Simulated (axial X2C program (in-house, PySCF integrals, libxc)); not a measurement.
# Estimating the spin–orbit splitting of the π levels of BeBr⁻

All values were computed with an axial X2C code built on PySCF integrals. Spin-free means the one-electron spin-free X2C Hamiltonian; two-component (2c) means X2C with spin–orbit coupling and atomic mean-field two-electron Coulomb and Gaunt terms, so the difference of the two also holds small scalar two-electron terms. Basis: Br dyall-acv3z [9s10p7d5f1g], Be dyall-av3z [9s9p4d2f] (cores contracted in-house); Gaussian nuclei, density fitting, unrestricted open shells. Masses: Br 78.918 u, Be 9.012 u.

Hartree–Fock at 2.134 Å, closed shell. Valence p splittings ε(p3/2) − ε(p1/2) of spherical Dirac–Hartree–Fock atoms with fractionally filled p shells: Br 4p 0.556 eV.

| filled π level (eV), spin-free | Be p share | Br p share |
| --- | --- | --- |
| -6.62 | 0.06 | 0.83 |

In first order a p shell splits by 3ζ/2 and a π orbital by ζ. Estimate the splitting of each π level from the shares.

level -6.62 eV: (2/3) × (0.83 × 0.556) = 0.31 eV.

The two-component Hartree–Fock calculation gives:

| ε(ω = 1/2) (eV) | σ share of it | ε(ω = 3/2) (eV) | splitting (eV) | estimate (eV) |
| --- | --- | --- | --- | --- |
| -6.775 | 0.02 | -6.445 | 0.33 | 0.31 |

The estimate leaves out the mixing of π1/2 with σ1/2 levels, which pushes the ω = 1/2 spinor up or down, the d and f parts of the orbital, small shares of the strongly split outer-core p shell of a metal, the Gaunt term (absent from the atomic values), and the change of the atomic p orbitals with charge; Löwdin shares depend on the basis.
